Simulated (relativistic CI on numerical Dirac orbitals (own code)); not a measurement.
## Energy levels of Dy+

Computed by Dirac-Coulomb-Breit CI, KLI orbitals optimised for each configuration, a model potential for QED, valence Slater integrals scaled by 0.85, P86 correlation estimate, and configurations built on the next ion tied to the tabulated ionisation energy (semi-empirical) (own radial code, finite nucleus).

Configurations in the expansion (outside the closed core [Xe]): 4f¹⁰6s, 4f⁹6s5d, 4f⁹6s², 4f¹⁰6p, 4f¹⁰5d, 4f¹⁰6d, 4f¹⁰7s, 4f⁹6s6p, 4f¹¹, 4f¹⁰8s, 4f⁹7s². Levels of other configurations are missing.

| No. | Configuration | Term | J | E (eV) | % | Landé g | jj configuration (%) |
| --- | --- | --- | --- | --- | --- | --- | --- |
| 1 | 4f⁹6s5d | ⁸H° | 17/2 | 0.0000 | 81 | 1.393 | 4f5/2^5 4f7/2^4 6s 5d3/2 (23) |
| 2 | 4f⁹6s5d | ⁸H° | 15/2 | 0.1089 | 64 | 1.378 | 4f5/2^5 4f7/2^4 6s 5d3/2 (34) |
| 3 | 4f⁹6s5d | ⁸I° | 19/2 | 0.2690 | 89 | 1.358 | 4f5/2^5 4f7/2^4 6s 5d5/2 (33) |
| 4 | 4f⁹6s5d | ⁸H° | 13/2 | 0.2853 | 55 | 1.353 | 4f5/2^5 4f7/2^4 6s 5d3/2 (40) |
| 5 | 4f⁹6s5d | ⁸H° | 11/2 | 0.4999 | 60 | 1.299 | 4f5/2^5 4f7/2^4 6s 5d3/2 (35) |
| 6 | 4f⁹6s5d | ⁸I° | 17/2 | 0.5029 | 57 | 1.323 | 4f5/2^5 4f7/2^4 6s 5d5/2 (33) |
| 7 | 4f⁹6s5d | ⁸G° | 15/2 | 0.5166 | 41 | 1.360 | 4f5/2^5 4f7/2^4 6s 5d3/2 (27) |
| 8 | 4f⁹6s5d | ⁸F° | 13/2 | 0.5655 | 63 | 1.468 | 4f5/2^5 4f7/2^4 6s 5d3/2 (34) |
| 9 | 4f⁹6s5d | ⁸H° | 9/2 | 0.6989 | 69 | 1.207 | 4f5/2^4 4f7/2^5 6s 5d3/2 (37) |
| 10 | 4f⁹6s5d | ⁸K° | 21/2 | 0.7002 | 93 | 1.326 | 4f5/2^5 4f7/2^4 6s 5d5/2 (44) |
| 11 | 4f⁹6s5d | ⁶H° | 15/2 | 0.7288 | 44 | 1.338 | 4f5/2^5 4f7/2^4 6s 5d3/2 (29) |
| 12 | 4f⁹6s5d | ⁸I° | 15/2 | 0.7628 | 34 | 1.325 | 4f5/2^5 4f7/2^4 6s 5d5/2 (31) |
| 13 | 4f⁹6s5d | ⁶H° | 13/2 | 0.7739 | 43 | 1.296 | 4f5/2^5 4f7/2^4 6s 5d3/2 (37) |
| 14 | 4f⁹6s5d | ⁸F° | 11/2 | 0.8390 | 45 | 1.437 | 4f5/2^5 4f7/2^4 6s 5d3/2 (26) |
| 15 | 4f⁹6s5d | ⁸K° | 19/2 | 0.8488 | 55 | 1.279 | 4f5/2^5 4f7/2^4 6s 5d5/2 (31) |
| 16 | 4f⁹6s5d | ⁸H° | 7/2 | 0.8599 | 77 | 1.044 | 4f5/2^4 4f7/2^5 6s 5d3/2 (29) |
| 17 | 4f⁹6s5d | ⁸I° | 13/2 | 0.8617 | 48 | 1.284 | 4f5/2^4 4f7/2^5 6s 5d3/2 (24) |
| 18 | 4f⁹6s²‡ | ⁶H° | 15/2 | 0.8852 | 92 | 1.323 | 4f5/2^5 4f7/2^4 (43) |
| 19 | 4f⁹6s5d | ⁶I° | 17/2 | 0.8961 | 61 | 1.287 | 4f5/2^5 4f7/2^4 6s 5d5/2 (31) |
| 20 | 4f⁹6s5d | ⁶H° | 11/2 | 0.9713 | 43 | 1.257 | 4f5/2^5 4f7/2^4 6s 5d3/2 (35) |
| 21 | 4f⁹6s5d | ⁸H° | 5/2 | 0.9880 | 84 | 0.692 | 4f5/2^4 4f7/2^5 6s 5d3/2 (24) |
| 22 | 4f⁹6s5d | ⁸K° | 17/2 | 1.0244 | 36 | 1.220 | 4f5/2^5 4f7/2^4 6s 5d3/2 (27) |
| 23 | 4f⁹6s5d | ⁸G° | 13/2 | 1.0348 | 34 | 1.374 | 4f5/2^4 4f7/2^5 6s 5d5/2 (35) |
| 24 | 4f⁹6s5d | ⁸I° | 11/2 | 1.0521 | 60 | 1.181 | 4f5/2^4 4f7/2^5 6s 5d3/2 (26) |
| 25 | 4f⁹6s5d | ⁸F° | 9/2 | 1.0814 | 37 | 1.371 | 4f5/2^4 4f7/2^5 6s 5d3/2 (25) |
| 26 | 4f⁹6s5d | ⁸H° | 3/2 | 1.0829 | 91 | -0.345 | 4f5/2^4 4f7/2^5 6s 5d3/2 (23) |
| 27 | 4f⁹6s5d | ⁴I° | 15/2 | 1.0993 | 27 | 1.247 | 4f5/2^4 4f7/2^5 6s 5d5/2 (28) |
| 28 | 4f¹⁰6s‡ | ⁶I | 17/2 | 1.1302 | 94 | 1.286 | 4f7/2^4 6s (57) |
| 29 | 4f⁹6s5d | ⁸P° | 9/2 | 1.1870 | 36 | 1.413 | 4f5/2^5 4f7/2^4 6s 5d3/2 (28) |
| 30 | 4f⁹6s5d | ⁸I° | 9/2 | 1.2014 | 29 | 1.279 | 4f5/2^4 4f7/2^5 6s 5d3/2 (26) |
| 31 | 4f⁹6s5d | ⁶G° | 13/2 | 1.2079 | 40 | 1.312 | 4f5/2^4 4f7/2^5 6s 5d3/2 (21) |
| 32 | 4f⁹6s5d | ⁶F° | 11/2 | 1.2169 | 36 | 1.379 | 4f5/2^5 4f7/2^4 6s 5d3/2 (28) |
| 33 | 4f⁹6s5d | ⁶H° | 9/2 | 1.2275 | 37 | 1.259 | 4f5/2^4 4f7/2^5 6s 5d3/2 (30) |
| 34 | 4f⁹6s5d | ⁸I° | 7/2 | 1.2544 | 49 | 1.036 | 4f5/2^4 4f7/2^5 6s 5d3/2 (29) |
| 35 | 4f⁹6s5d | ⁶K° | 19/2 | 1.2580 | 59 | 1.272 | 4f5/2^5 4f7/2^4 6s 5d5/2 (49) |
| 36 | 4f¹⁰6s‡ | ⁴I | 15/2 | 1.2682 | 68 | 1.201 | 4f7/2^4 6s (57) |
| 37 | 4f⁹6s5d | ⁸K° | 15/2 | 1.2701 | 59 | 1.169 | 4f5/2^5 4f7/2^4 6s 5d3/2 (30) |
| 38 | 4f⁹6s5d | ⁸G° | 11/2 | 1.2819 | 48 | 1.425 | 4f5/2^4 4f7/2^5 6s 5d5/2 (29) |
| 39 | 4f⁹6s5d | ⁸K° | 17/2 | 1.2856 | 44 | 1.213 | 4f5/2^4 4f7/2^5 6s 5d5/2 (25) |
| 40 | 4f⁹6s5d | ⁸I° | 7/2 | 1.3075 | 32 | 1.207 | 4f5/2^4 4f7/2^5 6s 5d3/2 (27) |
| 41 | 4f⁹6s²‡ | ⁶H° | 13/2 | 1.3177 | 95 | 1.275 | 4f5/2^5 4f7/2^4 (52) |
| 42 | 4f⁹6s5d | ⁸I° | 5/2 | 1.3511 | 85 | 0.089 | 4f5/2^4 4f7/2^5 6s 5d3/2 (27) |
| 43 | 4f⁹6s5d | ⁶I° | 13/2 | 1.4086 | 31 | 1.231 | 4f5/2^5 4f7/2^4 6s 5d5/2 (26) |
| 44 | 4f⁹6s5d | ⁶H° | 7/2 | 1.4169 | 32 | 1.265 | 4f5/2^4 4f7/2^5 6s 5d3/2 (30) |
| 45 | 4f⁹6s5d | ⁶H° | 7/2 | 1.4281 | 38 | 1.311 | 4f5/2^5 4f7/2^4 6s 5d3/2 (27) |

Energies count from the lowest computed level; ° marks odd parity. Filled j subshells are mostly left out of the jj labels. ‡ marks configurations that were not tied to measured data.

The mean weight of the leading LS term, summed over parents, in these 45 levels is 55 %, and that of the leading jj configuration (from the same eigenvectors) 32 %, so LS coupling describes them better.

Configurations that consist of the next ion and one excited electron were tied to the tabulated ionisation energy; Rydberg ones are usually within 1,000 to 3,000 cm⁻¹ and the lowest ones within about 6,000 (9,000 in d shells), while levels on excited terms of the next ion carry the error of that term, and the other configurations can be misplaced by 10,000 cm⁻¹ or more. Rates follow the energies as ν³ (E1, M1) or ν⁵ (E2), so rates, branching and lifetimes can be off by large factors. The fine structure of a lone outer electron comes out too small, for d and f at times inverted, and misplaced configurations move strength between like terms. 11 of the 17 excited levels that our extract of the measured tables holds in this range could be paired (the sources list more); they are missed by 12850 cm⁻¹ on average and 19710 at most, and levels without a partner can miss by more. Some levels of the ground configuration have no partner and can miss by 10 % or more. The computed lowest level isn't the tabulated ground level, which NIST ASD gives as 4f10 (5I<8>) 6s<1/2> (8,1/2)17/2.

LS names give the leading component of a level, which can be under half, so a name can repeat, a term be missing and a line seem to break the LS rules.
